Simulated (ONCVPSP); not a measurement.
How hard is this cadmium ONCV potential?

ONCVPSP 4.0.1 input, shortened (lines: element, Z, core and valence counts, functional; n l f; lmax; l rc ep ncon nbas qcut; lloc lpopt rc5 dvloc0; l nproj debl; icmod fcfact rcfact), PBEsol, scalar-relativistic:

```
  Cd 48.00    6    4  -116133      upf
    1    0    2.00
    2    0    2.00
    2    1    6.00
    3    0    2.00
    3    1    6.00
    3    2   10.00
    4    0    2.00
    4    1    6.00
    4    2   10.00
    5    0    1.50
    2
    0    1.20    0.00    4    9   10.50
    1    1.15    0.00    4    7   13.00
    2    1.85    0.00    4    8    7.50
    4    5    1.15    0.00
    0    2    0.30
    1    1    2.90
    2    1    2.50
    0    0.00    0.00
```

Problem. For each optimised wave give the share of its norm inside rc, the residual kinetic energy above qcut (Ha) and the cutoffs (Ha) for errors of 10, 1, 0.1 and 0.01 mHa per electron.

Solution.

```tsv
wave	norm inside rc	residual KE	10 mHa	1 mHa	0.1 mHa	0.01 mHa
4s	0.864	3.0e-06	33.3	41.0	47.1	52.2
5s	0.039	1.1e-06	26.3	36.2	44.0	50.1
4p	0.746	2.5e-07	41.4	54.2	64.0	72.1
4d	0.854	4.1e-05	19.7	23.6	26.8	57.2
```

The occupied waves need 54 Ha and 64 Ha for 1 and 0.1 mHa.
